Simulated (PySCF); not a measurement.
Re(OH)3 (H₃O₃Re), SMILES [OH][Re]([OH])[OH] (connectivity only; charge and spin as stated), neutral, multiplicity 3.

Geometry optimised at B3LYP-D3(BJ)/def2-SVP. The spin state was assumed, not searched. The def2 effective core potentials stand for the cores of Re; spin–orbit coupling is left out. One conformer was computed; it need not be the lowest.

Two levels are set side by side: PBE/def2-TZVPD (PySCF) and B3LYP/def2-TZVPD (PySCF). Same geometry, gas phase. Differences are taken from unrounded values.

```csv
quantity,B3LYP,PBE,PBE minus B3LYP
α-spin orbital gap (eV),4.73,2.87,-1.86
β-spin orbital gap (eV),3.07,1.21,-1.86
dipole moment (D),1.11,1.05,-0.06
mean polarisability (bohr³),62.0,66.8,4.8
```

PBE's more diffuse valence density responds more strongly to a field. Differences between two approximate levels are no errors against the true value.

Rough cost on one machine, each run with all the roots and properties that it gave: B3LYP against PBE within a factor of 2.
